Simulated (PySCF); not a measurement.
A side-by-side comparison of computed properties.

First species: C4H5F.
InChI=1S/C4H5F/c1-2-3-4-5/h1H,3-4H2

Second species: C4H7BO2Si.
Atom-mapped SMILES: `[OH:1][B:2]([OH:3])[C:4]1=[CH:5][CH:6]=[CH:7][SiH2:8]1` (hydrogens: H9 on O1; H10 on O3; H11 on C5; H12 on C6; H13 on C7; H14, H15 on Si8)

Levels: CAM-B3LYP/def2-SVPD for dipole moment, HOMO energy, LUMO energy, HOMO–LUMO gap, static isotropic polarisability and electronic spatial extent ⟨r²⟩ about the centre of nuclear charge; TDDFT CAM-B3LYP/def2-SVPD for lowest singlet excitation; TDA CAM-B3LYP/def2-SVPD for lowest triplet excitation (Tamm–Dancoff); ΔSCF CAM-B3LYP/def2-SVPD for vertical ionisation energy; PBE0-D3(BJ)/def2-SVP for rotational constant A and rotational constant C. Geometries: PBE0-D3(BJ)/def2-SVP. Each structure is a single optimised conformer of the isolated species, non-relativistic unless stated. Electronic properties by PySCF.

The conformers computed, where there is a choice (atom-mapped SMILES and torsion angles):
- `[CH:1]#[C:2][CH2:3][CH2:4][F:5]`: C2–C3–C4–F5 -179°
- `[OH:1][B:2]([OH:3])[C:4]1=[CH:5][CH:6]=[CH:7][SiH2:8]1`: O1–B2–C4–C5 13°, H–O1–B2–O3 -177°, H–O3–B2–O1 0°

Question: Which of the two has the higher static isotropic polarisability, and by how much?

Answer: The second: 92.0 au against 48.2 au, a difference of 43.8 au.

Question: Which has the higher rotational constant A?

Answer: The first: 27.121 GHz against 3.356 GHz, a difference of 23.765 GHz.

Question: Which has the higher HOMO–LUMO gap?

Answer: The first: 10.71 eV against 7.38 eV, a difference of 3.33 eV.

Question: Which has the higher T1 energy?

Answer: The first: 5.35 eV against 2.58 eV, a difference of 2.77 eV.

Question: Which has the higher dipole moment?

Answer: The second: 1.90 D against 1.31 D, a difference of 0.59 D.

Question: Which has the higher HOMO energy?

Answer: The second: -8.22 eV against -9.42 eV, a difference of 1.20 eV.

Question: Which of the two has the higher S1 energy, and by how much?

Answer: The first: 6.51 eV against 4.35 eV, a difference of 2.16 eV.

Question: Which has the higher ⟨r²⟩?

Answer: The second: 1253 bohr² against 529 bohr², a difference of 724 bohr².

On the first: A dipole of 1.31 D is allowed in Cs, and pure rotational transitions are dipole-allowed. The dipole equals about 4.4 × 10⁻³⁰ C·m (1 D = 3.33564 × 10⁻³⁰ C·m).

On the second: The polarisability is 13.64 Å³ as a volume (1 au = 0.148185 Å³), or 1.39 au for each of the 66 electrons. The 10 singlets span 4.35 to 7.43 eV, and their oscillator strengths add up to 0.48.
